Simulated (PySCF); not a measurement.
Ligand exchange on a metal centre used in film growth or etching (Y Cl-NH2). All species are isolated molecules in the gas phase. One relaxed conformer stands for each flexible species; it need not be the lowest.

The HOMO from two functionals at the same geometries (PBE-D3(BJ)/def2-SVP), both in PySCF: PBE-D3(BJ)/def2-TZVP and B3LYP-D3(BJ)/def2-TZVP. B3LYP has the VWN-RPA correlation part, as in Gaussian. 

| species | PBE-D3(BJ)/def2-TZVP (eV) |
|---|---|
| 0 of 3 Cl replaced by NH2 | -7.74 |
| 1 of 3 Cl replaced by NH2 ([Y(Cl)2(NH2)]) | -6.33 |
| 2 of 3 Cl replaced by NH2 ([Y(Cl)(NH2)2]) | -5.66 |
| 3 of 3 Cl replaced by NH2 ([Y(NH2)3]) | -4.97 |

What does B3LYP-D3(BJ)/def2-TZVP give for each?


- 0 of 3 Cl replaced by NH2: -8.83
- 1 of 3 Cl replaced by NH2 ([Y(Cl)2(NH2)]): -7.42
- 2 of 3 Cl replaced by NH2 ([Y(Cl)(NH2)2]): -6.75
- 3 of 3 Cl replaced by NH2 ([Y(NH2)3]): -6.06
Over these rows, drawn at random from the members with no instability flagged (it was tested for open shells, ions and some series alone), PBE minus B3LYP-D3(BJ): mean +1.09 eV, from +1.09 eV to +1.09 eV.
